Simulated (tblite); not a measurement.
Compound: C₂F₆O₂S.
Structure used (GFN2-xTB), in Å, numbered top down from 1:
```
atom  x, y, z in Å
O1     1.4669   -1.1750    1.3328
S2     1.3854   -0.2978    0.2390
O3     1.6797   -0.6701   -1.0843
F4     2.2732    0.9989    0.5914
C5    -0.2514    0.6159    0.2609
F6    -0.1011    1.7901   -0.3529
F7    -0.5946    0.8332    1.5313
C8    -1.2498   -0.2940   -0.4677
F9    -1.1797   -0.1109   -1.7772
F10   -2.5094   -0.1241   -0.0899
F11   -0.9139   -1.5635   -0.2095
```

Method: GFN2-xTB as coded in tblite; computed harmonic values from a numerical Hessian at the method's own geometry, unscaled. Against measured fundamentals such values can be off by several per cent, at times by over 20. One conformer, not necessarily the lowest.

Harmonic wavenumbers (cm⁻¹): 35.3, 61.3, 105.0, 133.3, 172.8, 194.8, 261.3, 271.7, 277.9, 345.3, 373.3, 408.4, 420.5, 468.5, 518.4, 536.2, 566.6, 677.0, 700.8, 892.9, 1075.2, 1104.2, 1133.5, 1149.5, 1175.8, 1235.8, 1385.7.

A = 1562, B = 864.1, C = 799.4 MHz; mass 201.952 u (most abundant isotopes); point group C1, symmetry number 1.

Zero-point energy?

½Σν̃ = 7840 cm⁻¹ = 22.42 kcal/mol.

What is S at 298.15 K and 1 bar for an ideal gas of classical rigid rotors and harmonic oscillators?

Translation 41.84, rotation 30.08, vibration 33.19: S = 105.1 cal/(mol K).

And Cp and H(298.15 K) − H(0)?

Cp = 39.27 cal/(mol K), of which vibrations give 31.32 (their classical limit is 27 R = 53.7); H(298.15 K) − H(0) = 7.50 kcal/mol without the zero-point energy, 5.13 from vibrations.

How do the functions run with temperature in this model?

```json
{"T (K)": "50", "S (cal/(mol K))": "61.6", "Cp (cal/(mol K))": "13.7", "H − H(0) (kcal/mol)": "0.52", "G − H(0) (kcal/mol)": "-2.56", "ln q(vib)": "0.72"}
{"T (K)": "100", "S (cal/(mol K))": "73.2", "Cp (cal/(mol K))": "20.4", "H − H(0) (kcal/mol)": "1.37", "G − H(0) (kcal/mol)": "-5.94", "ln q(vib)": "2.09"}
{"T (K)": "373.15", "S (cal/(mol K))": "114.4", "Cp (cal/(mol K))": "43.7", "H − H(0) (kcal/mol)": "10.62", "G − H(0) (kcal/mol)": "-32.07", "ln q(vib)": "10.16"}
{"T (K)": "500", "S (cal/(mol K))": "128.0", "Cp (cal/(mol K))": "49.0", "H − H(0) (kcal/mol)": "16.52", "G − H(0) (kcal/mol)": "-47.47", "ln q(vib)": "13.52"}
{"T (K)": "750", "S (cal/(mol K))": "149.1", "Cp (cal/(mol K))": "54.8", "H − H(0) (kcal/mol)": "29.60", "G − H(0) (kcal/mol)": "-82.24", "ln q(vib)": "19.30"}
{"T (K)": "1000", "S (cal/(mol K))": "165.3", "Cp (cal/(mol K))": "57.4", "H − H(0) (kcal/mol)": "43.67", "G − H(0) (kcal/mol)": "-121.62", "ln q(vib)": "24.17"}
```

q(vib) and H(0) count from the zero-point level.

Blend soft modes into free rotors: weight 1/[1 + (100 cm⁻¹/ν̃)⁴] for the oscillator and the rest for a rotor with moment μB/(μ + B), μ = h/(8π²ν), B = 10⁻⁴⁴ kg m². What vibrational entropy results?

30.34 cal/(mol K) in place of 33.19, which changes −T·S at 298.15 K by +0.85 kcal/mol.

Hindered rotation and anharmonicity are outside this model. Other conformers, if any are populated, would add a mixing term that is left out. The structure is chiral; the term R ln 2 for an equal mix with its mirror image is left out.
